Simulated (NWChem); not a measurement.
# A calculation on H$_{2}$ClSi (+1)

```xyz
4

Si     0.0000     0.0000    -0.9791
Cl     0.0000     0.0000     1.0029
H      1.3194     0.0000    -1.6710
H     -1.3194     0.0000    -1.6710
```
Charge +1, spin multiplicity 1.

Everything below was run with NWChem. All single points use one geometry, from PBE/def2-SVP, a minimum by its harmonic frequencies.

Symmetry labels belong to the abelian group C2v used in the runs, with the axes of the coordinates shown; states degenerate in a higher group split over its labels.

The spin multiplicity of the parent species was assumed, not shown to be that of its ground state. The structure started from a generated list of species.

### Question
List the lowest 6 singlet excitations that CIS/aug-cc-pVDZ gives, with oscillator strengths.

### Answer
```csv
state,symmetry,energy (eV),wavelength (nm),f
1,a2,5.99,207,0.000
2,a1,7.59,163,0.082
3,a2,7.95,156,0.000
4,b2,8.09,153,0.006
5,b1,8.82,141,0.038
6,b2,9.33,133,0.038
```
